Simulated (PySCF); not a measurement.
CH8O3Si3.
SMILES with atom numbers: `[O:1]=[CH:2][SiH2:3][O:4][SiH2:5][O:6][SiH3:7]` (hydrogens: H8 on C2; H9, H10 on Si3; H11, H12 on Si5; H13, H14, H15 on Si7)

The same species was optimised twice, with GFN2-xTB and with PBE0-D3(BJ)/def2-SVP (PySCF), and the same property calculations (PySCF, gas phase) were run on both structures.

```
       coordinate  GFN2-xTB  PBE0-D3(BJ)/def2-SVP  change
       Si3–O4 (Å)     1.615                 1.654  +0.039
       Si5–O6 (Å)     1.610                 1.647  +0.037
       O6–Si7 (Å)     1.623                 1.658  +0.035
       O4–Si5 (Å)     1.628                 1.652  +0.024
       C2–Si3 (Å)     1.917                 1.922  +0.005
        O1=C2 (Å)     1.205                 1.207  +0.002
   Si5–O6–Si7 (°)     158.8                 149.1    -9.7
    C2–Si3–O4 (°)     103.6                 108.1    +4.5
    O1–C2–Si3 (°)     123.9                 119.6    -4.3
   Si3–O4–Si5 (°)     150.1                 153.8    +3.7
    O4–Si5–O6 (°)     110.1                 110.3    +0.2
 O1–C2–Si3–O4 (°)       176                   180      +4
C2–Si3–O4–Si5 (°)       175                  -177      +8
Si3–O4–Si5–O6 (°)       -16                   -16       0
O4–Si5–O6–Si7 (°)       -19                    -7     +12
```

Rotational constants: A = 3248, B = 601.8, C = 522.1 MHz (GFN2-xTB) against A = 3032, B = 603.0, C = 513.7 MHz (PBE0-D3(BJ)/def2-SVP). Point groups within 0.08 Å: C1 and C1.

On the GFN2-xTB structure: lowest singlet, TDDFT (eV) 3.18 [CAM-B3LYP/def2-SVPD]; lowest triplet, Tamm–Dancoff (eV) 2.49 [CAM-B3LYP/def2-SVPD]; isotropic polarisability (au) 93.8 [CAM-B3LYP/def2-SVPD]; HOMO (eV) -8.49 [CAM-B3LYP/def2-SVPD]; LUMO (eV) -0.49 [CAM-B3LYP/def2-SVPD]; dipole (D) 2.83 [CAM-B3LYP/def2-SVPD]; HOMO (eV) -6.95 [PBE0/pcSseg-1]; LUMO (eV) -1.50 [PBE0/pcSseg-1]; dipole (D) 2.70 [PBE0/pcSseg-1]; GIAO shielding of O1 (ppm) -639.1 [PBE0/pcSseg-1]; GIAO shielding of C2 (ppm) -65.1 [PBE0/pcSseg-1]; GIAO shielding of Si3 (ppm) 409.0 [PBE0/pcSseg-1]; GIAO shielding of O4 (ppm) 283.4 [PBE0/pcSseg-1]; GIAO shielding of Si5 (ppm) 394.0 [PBE0/pcSseg-1]; GIAO shielding of O6 (ppm) 292.1 [PBE0/pcSseg-1]; GIAO shielding of Si7 (ppm) 391.3 [PBE0/pcSseg-1].

Q: What do these properties become on the PBE0-D3(BJ)/def2-SVP structure?

A: 
| property | level | on GFN2-xTB | on PBE0-D3(BJ)/def2-SVP | change |
| --- | --- | --- | --- | --- |
| lowest singlet, TDDFT (eV) | CAM-B3LYP/def2-SVPD | 3.18 | 3.20 | +0.02 |
| lowest triplet, Tamm–Dancoff (eV) | CAM-B3LYP/def2-SVPD | 2.49 | 2.52 | +0.03 |
| isotropic polarisability (au) | CAM-B3LYP/def2-SVPD | 93.8 | 97.4 | +3.6 |
| HOMO (eV) | CAM-B3LYP/def2-SVPD | -8.49 | -8.64 | -0.15 |
| LUMO (eV) | CAM-B3LYP/def2-SVPD | -0.49 | -0.62 | -0.13 |
| dipole (D) | CAM-B3LYP/def2-SVPD | 2.83 | 2.33 | -0.50 |
| energy, GFN2-xTB geometry as zero (kcal/mol) | CAM-B3LYP/def2-SVPD | 0.0 | -4.9 | -4.9 |
| HOMO (eV) | PBE0/pcSseg-1 | -6.95 | -7.11 | -0.16 |
| LUMO (eV) | PBE0/pcSseg-1 | -1.50 | -1.65 | -0.15 |
| dipole (D) | PBE0/pcSseg-1 | 2.70 | 2.13 | -0.57 |
| energy, GFN2-xTB geometry as zero (kcal/mol) | PBE0/pcSseg-1 | 0.0 | -4.1 | -4.1 |
| GIAO shielding of O1 (ppm) | PBE0/pcSseg-1 | -639.1 | -622.3 | +16.8 |
| GIAO shielding of C2 (ppm) | PBE0/pcSseg-1 | -65.1 | -63.3 | +1.8 |
| GIAO shielding of Si3 (ppm) | PBE0/pcSseg-1 | 409.0 | 407.7 | -1.3 |
| GIAO shielding of O4 (ppm) | PBE0/pcSseg-1 | 283.4 | 284.7 | +1.3 |
| GIAO shielding of Si5 (ppm) | PBE0/pcSseg-1 | 394.0 | 391.5 | -2.5 |
| GIAO shielding of O6 (ppm) | PBE0/pcSseg-1 | 292.1 | 292.8 | +0.7 |
| GIAO shielding of Si7 (ppm) | PBE0/pcSseg-1 | 391.3 | 391.1 | -0.2 |

The heavy atoms differ by 0.116 Å rms after alignment. Among bonds between heavy atoms Si3–O4 changes most (+0.039 Å). Changes are differences of the printed values. Neither structure is proved a minimum here.

Shape of the structure used: `[O:1]=[CH:2][SiH2:3][O:4][SiH2:5][O:6][SiH3:7]`: O1–C2–Si3–O4 180°, C2–Si3–O4–Si5 -177°, Si3–O4–Si5–O6 -16°, O4–Si5–O6–Si7 -7°.
